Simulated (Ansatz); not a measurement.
Ideal-gas functions of F2H3SSi2 (`F[SiH](F)S[SiH2]`) radical at 500 K and 1 bar, from an Ansatz frequency run at PBE0-D4/def2-TZVP.

Molar mass 129.26 g/mol, point group C1 (symmetry number 1), electronic degeneracy 2, moments of inertia 136.106, 311.075, 337.014 u Å². Harmonic wavenumbers (cm⁻¹, unscaled): 30, 78, 113, 218, 284, 360, 488, 537, 623, 673, 815, 832, 881, 915, 956, 2195, 2233, 2310.

Use S(trans) = R[1.5 ln M + 2.5 ln T − 1.1517]; rotational temperatures θ = 24.2544 K / I; S(rot) = R[ln(√π/σ · √(T³/θAθBθC)) + 1.5]; for each mode x = 1.438777 ν̃/T, S = R[x/(eˣ − 1) − ln(1 − e⁻ˣ)] and H = RT x/(eˣ − 1); 1 cm⁻¹ = 0.0119627 kJ/mol; R = 8.31446 J/(mol·K).

Q: By hand: the entropy, in J/(mol·K).

A: Translation 180.2. Rotation: θ = 0.1782, 0.078, 0.072 K, giving 123.5. Vibration, mode by mode: 28.68, 20.75, 17.69, 12.33, 10.22, 8.38, 6.14, 5.48, 4.49, 4.01, 2.90, 2.79, 2.50, 2.32, 2.11, 0.11, 0.10, 0.08, in all 131.1. Electronic 5.8. Sum 440.6 J/(mol·K).

Q: By hand: H − E and G − E in kJ/mol, counted from the electronic energy.

A: Zero-point energy ½ × 14541 × 0.0119627 = 87.0; thermal vibration 30.4; translation, rotation and pV give 4 RT = 16.6. H − E = 134.0 kJ/mol, and G − E = 134.0 − 500 × 440.6/1000 = -86.3 kJ/mol.

Vibration gives 30 % of the entropy, 67.1 J/(mol·K) of it from the modes under 150 cm⁻¹: soft modes count most, and the harmonic formula is weakest for them. The sum counts one conformer and one mirror image; others add a mixing term.
